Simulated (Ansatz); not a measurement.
# Match the barriers

Saddle point of BSi2NH7Cl3, singlet (Si₂NH₇ ([SiH3][NH][SiH3]) + BCl₃ ([Cl][B]([Cl])[Cl]) → BSi₂NH₆Cl₂ ([SiH3][N]([SiH3])[B]([Cl])[Cl]) + HCl; bonds formed: Cl2–H5; dative contacts that become bonds: B1–N6; bonds broken: B1–Cl2, H5–N6), PBE0-D4/def2-TZVP structure:

```
14
angstrom
B -0.6417 -0.4683 -1.3131
Cl 1.0219 0.9681 -2.4123
Cl -0.2638 -2.0911 -1.8785
Cl -2.1928 0.2300 -1.7633
H 0.7511 0.6671 -0.8901
N 0.0367 0.0333 -0.0617
Si -0.8530 1.2544 0.9102
Si 1.1161 -1.1198 0.7940
H 0.0416 1.5770 2.0450
H -1.0827 2.4462 0.0714
H -2.1131 0.6613 1.4073
H 2.2050 -1.5121 -0.1211
H 1.6505 -0.3679 1.9522
H 0.3242 -2.2785 1.2601
```

Ansatz 0.2.0; basis: def2-TZVPP, with def2-QZVPP for the basis limit; cores frozen in the correlated methods. Extrapolation: Hartree–Fock as exp(−7.88 √X), correlation as X^−2.97. Four methods, as single points on the PBE0-D4 structures, gave these electronic barriers from the start structure: 0.995, 1.185, 1.253, 1.445 eV.

Task: The methods were, in alphabetical order, BLYP-D4, HF, MP2, PBE0-D4. Which gave which? (Judge from chemistry; the calculation decides.)

Result: Computed: BLYP-D4 0.995; PBE0-D4 1.185; MP2 1.253; HF 1.445 eV. For comparison, CCSD(T) at an estimated basis limit (MP2 extrapolated from triple and quadruple zeta, plus CCSD(T) − MP2 in triple zeta) gives 1.290 eV.

No T1 diagnostic of these runs exceeds 0.012.

The step is the kind of exchange with an N–H group that builds nitride films in atomic layer and chemical vapour deposition. Here a small cluster stands in for the surface site.

Labels in which every atom is bracketed show which atoms are joined, not bond orders.

For scale, one of the runs: CCSD(T)/def2-TZVPP, 370 basis functions, launched by `ansatz run in.yaml --threads 4 --pin off --events-out ev --progress --plain --max-ram 66560MiB --backend cuda --devices 0, --max-vram 37GiB`. The run took 16 s on 4 CPU threads of an AMD EPYC 7R13 and a share of one NVIDIA H100 (shared host), with 0.9 GiB of host memory at its peak.
